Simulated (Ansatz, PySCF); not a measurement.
Conformers of CH4O2Si (SMILES CO[Si]O), B3LYP-D3(BJ)/def2-TZVP minima from an xTB search, which can miss the lowest.
Conformer 1 (charge 0, multiplicity 1):
```xyz
8

C     -1.19395    -0.00369     0.04060
O     -0.24725     1.04058    -0.17261
Si     1.39013     1.06092    -0.16905
O      1.73119    -0.54017     0.16757
H     -0.69931    -0.95406     0.24072
H     -1.81829    -0.09746    -0.84890
H     -1.82652     0.26435     0.88785
H      2.66400    -0.77047     0.21902
```

Correlated levels freeze the cores. CBS(a, b) extrapolates the correlation energy as X⁻³ and adds the Hartree–Fock energy of set b. MP2 and its Hartree–Fock in cc-pV(Q+d)Z are density fitted. Rows in 6-31G* carry no dispersion term and start afresh at each structure (6-31G* with six Cartesian d functions).

Run with Ansatz (Gaussian basis) for Hartree–Fock, density functionals and correlated methods; PySCF for 6-31G* rows. 

Electronic energies of 4 conformers above conformer 1 (kcal/mol):

| level | conformer 1 | conformer 2 | conformer 3 | conformer 4 |
|---|---|---|---|---|
| PBE/def2-TZVPP | 0.00 | 0.03 | 1.72 | 1.67 |
| B3LYP/6-31G* | 0.00 | -0.44 | 2.02 | 1.70 |
| wB97M-V/def2-TZVPP | 0.00 | 0.13 | 2.09 | 1.65 |
| MP2/CBS(cc-pV(T+d)Z, cc-pV(Q+d)Z) + ΔCCSD(T)/cc-pV(T+d)Z | 0.00 | 0.29 | 1.89 | 2.02 |

Q: Give Boltzmann populations at 298.15 K for each level, counting each conformer once and leaving out zero-point, thermal and symmetry terms.

A: 
Weights exp(−E/RT) with RT = 0.5925 kcal/mol, divided by their sum:
- PBE/def2-TZVPP: 48 %, 46 %, 3 %, 3 %
- B3LYP/6-31G*: 31 %, 66 %, 1 %, 2 %
- wB97M-V/def2-TZVPP: 53 %, 42 %, 2 %, 3 %
- MP2/CBS(cc-pV(T+d)Z, cc-pV(Q+d)Z) + ΔCCSD(T)/cc-pV(T+d)Z: 59 %, 36 %, 2 %, 2 %
The share of conformer 1 runs from 31 to 59 % over these levels.

Ansatz is a quantum-chemistry and plane-wave program.
